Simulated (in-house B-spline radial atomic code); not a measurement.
A fraction x of an electron is removed from 4d in La, starting from [Xe] 5d1 6s2 and keeping the highest spin. Computed with a B-spline radial code for spherical atoms: scalar-relativistic (X2C) BHandHLYP, spin-polarised, spherical fractional occupations, Fermi nucleus of rms radius 4.855 fm.

Caution: exact exchange at fractional occupations of open shells leaves self-interaction of up to several eV.

| x | E(x) - E(0) (eV) | 4d down level (eV) |
| --- | --- | --- |
| 0 | 0.0000 | -112.381 |
| 0.08 | 9.0345 | -113.486 |
| 0.15 | 17.0128 | -114.469 |
| 0.36 | 41.3675 | -117.499 |
| 0.5 | 57.9625 | -119.579 |
| 0.54 | ? | ? |
| 0.69 | 80.9556 | -122.467 |
| 0.78 | 92.0402 | -123.860 |
| 0.93 | ? | ? |
| 1 | 119.6691 | -127.326 |

(1) What belongs in the row x = 0.54?

(2) What belongs in the row x = 0.93?

(3) Check Janak's theorem between x = 0.08 and 0.15.

Results:

(1) An energy change of 62.7576 eV; 4d down at -120.181 eV.

(2) An energy change of 110.7952 eV; 4d down at -126.214 eV.

(3) The slope of the energy is 113.98 eV; the orbital levels give 113.98 eV (-ε of the emptying orbital, averaged over the two points).
